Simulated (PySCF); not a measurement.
# BAs⁺: energy against distance

Set-up: B jorge-DZP-DKH, As jorge-DZP-DKH; spin-free X2C with a Gaussian nucleus (PySCF 2.14). Energies in eV from B⁺ + As in their ground configurations at the same level. State: ⁴Σ⁻ (quartet), unpaired electrons σ ↑, π ↑↑.

All columns are PBE0. A positive dipole points towards As; it is taken about the centre of mass and depends on that origin.

| R (Å) | E (eV) | μ (D) | Mulliken charge on B (basis-dependent) | HOMO (eV) | LUMO (eV) | Mayer bond order | ⟨S²⟩ |
| --- | --- | --- | --- | --- | --- | --- | --- |
| 1.692 | -2.001 | -1.94 | 0.00 | -14.79 | -11.88 | 1.85 | 3.75 |
| 1.770 | -2.476 | -2.15 | 0.06 | -14.81 | -11.63 | 1.81 | 3.75 |
| 1.849 | -2.727 | -2.37 | 0.12 | -14.81 | -11.39 | 1.76 | 3.75 |
| 1.908 | -2.811 | -2.54 | 0.16 | -14.81 | -11.23 | 1.71 | 3.75 |
| 1.967 | -2.831 | -2.70 | 0.20 | -14.81 | -11.07 | 1.66 | 3.75 |
| 2.026 | -2.803 | -2.87 | 0.23 | -14.67 | -10.92 | 1.60 | 3.75 |
| 2.105 | -2.718 | -3.10 | 0.28 | -14.46 | -10.72 | 1.50 | 3.76 |
| 2.203 | -2.569 | -3.39 | 0.33 | -14.24 | -10.50 | 1.37 | 3.76 |
| 2.321 | -2.368 | -3.75 | 0.38 | -14.00 | -10.37 | 1.21 | 3.76 |
| 2.478 | -2.110 | -4.27 | 0.44 | -13.72 | -10.38 | 1.02 | 3.77 |

A fit through these points gives, at Re = 1.959 Å, μ = -2.68 D and dμ/dR = -2.85 D/Å; the reduced mass is 9.599 u.

**Question.** How strong is the fundamental in the double-harmonic approximation, I = 42.26·(dμ/dR)²/μred km/mol?

**Answer.** I = 42.26·(-2.85)²/9.599 = 35.8 km/mol at PBE0.

Spin–orbit coupling is left out. For an ion De counts to the pair picked by the measured ionisation energies or electron affinities, which need not be the lowest pair at this level. The state is the lowest determinant that a PBE0 search found; another state may lie lower at other levels.
